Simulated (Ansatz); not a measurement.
A run for Ansatz (a first-principles code): R-wB97M-V/def2-TZVPPD on AsFH4 (a complex), monomers drawn apart or pushed together. Files ending in .json are basis or fitting sets from the Basis Set Exchange.

Ansatz 0.2 input:
```yaml
crystal:
  periodic: [false, false, false]
  atoms:
    - {symbol: F, position_ang: [0.83298341, -0.55984759, -0.25489031]}
    - {symbol: H, position_ang: [0.55077934, -0.32185962, 0.60610121]}
    - {symbol: As, position_ang: [-0.27387206, 0.37503454, 3.14002692]}
    - {symbol: H, position_ang: [0.51667365, -0.00118145, 4.37984117]}
    - {symbol: H, position_ang: [-1.60295063, -0.08047370, 3.71425815]}
    - {symbol: H, position_ang: [-0.46089987, 1.82066600, 3.56293402]}
basis:
  gaussian:
    orbitals: def2-TZVPPD.json
hamiltonian:
  xc: {name: wB97M-V}
scf: {lower_state_search: off}
```

The head of its log:

```
WARN ansatz: RAYON_NUM_THREADS=2 ignored (pool sized by the plan → 2); use --threads N
Functional definition: wB97M-V
these checks for a lower state are left out or cut short: stability, starts, cluster_reference, orbital_swaps, neighbouring_geometries, increment
integrals: 0.08 GiB planned
851 factors; their error is unknown
integrals: 0.12 GiB planned
232 factors; integrals over basis functions are off by at most 3.7e-5 eV
mean field: 0.78 GiB planned
mean field evaluation 1: about -63618.3157 eV, gradient 3.2e1 eV
mean field evaluation 2: about -63618.2644 eV, gradient 3.6e1 eV
```

What total energy does the run end on?

-2337.9910 hartree.
